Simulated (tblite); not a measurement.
C₇H₁₁NSi.
SMILES with atom numbers: `[H]/[N:6]=[CH:5]/[C:4](=[CH:3]/[C:2]#[CH:1])[SiH:7]([CH3:8])[CH3:9]` (hydrogens: H10 on C1; H11 on C3; H12 on C5; H13 on N6; H14 on Si7; H15, H16, H17 on C8; H18, H19, H20 on C9)

Geometry (GFN2-xTB, Å), atoms numbered from 1 in this order:
```xyz
20
C7H11NSi angstrom
C      1.5985   -2.0380    1.5696
C      1.6111   -0.9772    1.0004
C      1.6740    0.2607    0.3500
C      0.6366    0.8552   -0.2761
C      0.8719    2.1469   -0.9047
N      2.0047    2.7061   -0.8731
Si    -1.0991    0.0913   -0.3714
C     -1.0129   -1.5779   -1.2788
C     -1.7942   -0.1358    1.3839
H      1.5766   -2.9641    2.0631
H      2.6371    0.7596    0.3626
H     -0.0094    2.5797   -1.3990
H      2.0607    3.6057   -1.3436
H     -1.9622    1.0200   -1.1277
H     -0.3916   -2.2844   -0.7364
H     -0.5942   -1.4689   -2.2749
H     -2.0009   -2.0157   -1.3838
H     -1.8268    0.8057    1.9239
H     -1.1816   -0.8237    1.9587
H     -2.8035   -0.5345    1.3543
```

Computed with GFN2-xTB (tblite): harmonic, unscaled wavenumbers at the GFN2-xTB geometry, gas phase. This tight-binding method is rough: wavenumbers can miss measured ones by several per cent, in bad cases by 10 to 20. Modes of hydrogen on silicon can be 10 to 20 % off. One conformer, not necessarily the lowest.

Harmonic wavenumbers (cm⁻¹): 29.3, 41.7, 97.7, 107.3, 115.2, 124.8, 136.7, 156.1, 168.1, 232.8, 280.8, 360.6, 405.9, 412.5, 520.8, 614.9, 635.1, 646.7, 666.0, 680.3, 720.8, 752.3, 759.9, 802.2, 834.1, 839.1, 859.6, 867.1, 1003.6, 1052.2, 1106.8, 1206.8, 1265.0, 1368.8, 1371.0, 1395.0, 1482.0, 1483.9, 1486.0, 1488.8, 1574.5, 1674.7, 2148.5, 2226.5, 2830.3, 3027.0, 3040.6, 3041.2, 3043.7, 3045.1, 3046.5, 3047.1, 3348.9, 3388.6.

A = 1528, B = 1091, C = 800.3 MHz; mass 137.066 u (most abundant isotopes); point group Cs, symmetry number 1.

Task: Zero-point energy?

Result: ½Σν̃ = 33531 cm⁻¹ = 401.12 kJ/mol.

Task: Give the ideal-gas entropy at 273.15 K and 1 bar in the rigid-rotor, harmonic-oscillator model (classical rotation).

Result: Translation 168.40, rotation 123.87, vibration 165.91: S = 458.2 J/(mol K).

Task: And Cp and H(273.15 K) − H(0)?

Result: Cp = 183.38 J/(mol K), of which vibrations give 150.12 (their classical limit is 54 R = 449.0); H(273.15 K) − H(0) = 31.68 kJ/mol without the zero-point energy, 22.60 from vibrations.

Task: Which modes carry the vibrational entropy at 273.15 K?

Result: 29.3 cm⁻¹: 23.86; 41.7 cm⁻¹: 20.93; 97.7 cm⁻¹: 13.93; 107.3 cm⁻¹: 13.17; 115.2 cm⁻¹: 12.59; 124.8 cm⁻¹: 11.95 J/(mol K); the other 48 give 69.47 together.

Task: Blend soft modes into free rotors: weight 1/[1 + (100 cm⁻¹/ν̃)⁴] for the oscillator and the rest for a rotor with moment μB/(μ + B), μ = h/(8π²ν), B = 10⁻⁴⁴ kg m². What vibrational entropy results?

Result: 150.09 J/(mol K) in place of 165.91, which changes −T·S at 273.15 K by +4.32 kJ/mol.

Task: How do the functions run with temperature in this model?

Result: 
| T (K) | S (J/(mol K)) | Cp (J/(mol K)) | H − H(0) (kJ/mol) | G − H(0) (kJ/mol) | ln q(vib) |
| --- | --- | --- | --- | --- | --- |
| 150 | 367.0 | 126.4 | 12.60 | -42.45 | 5.28 |
| 250 | 442.4 | 172.9 | 27.56 | -83.04 | 9.15 |
| 298.15 | 474.7 | 194.4 | 36.41 | -105.13 | 10.91 |
| 400 | 537.7 | 235.1 | 58.34 | -156.74 | 14.45 |
| 600 | 645.1 | 295.1 | 111.74 | -275.35 | 20.89 |
| 900 | 776.8 | 353.6 | 209.72 | -489.37 | 29.48 |

q(vib) and H(0) count from the zero-point level.

Task: What must be added to the electronic energy to get the Gibbs energy at 273.15 K and 1 bar?

Result: ZPE + [H(273.15 K) − H(0)] − T·S = 401.12 + 31.68 − 125.15 = 307.65 kJ/mol.

Hindered rotation and anharmonicity are outside this model. Other conformers, if any are populated, would add a mixing term that is left out.

The run took 1.5 s wall on one thread of an Arm Neoverse N1, no GPU, shared host with 64 logical CPUs at a one-minute load of 60. This covers the Hessian and the dipole derivatives.
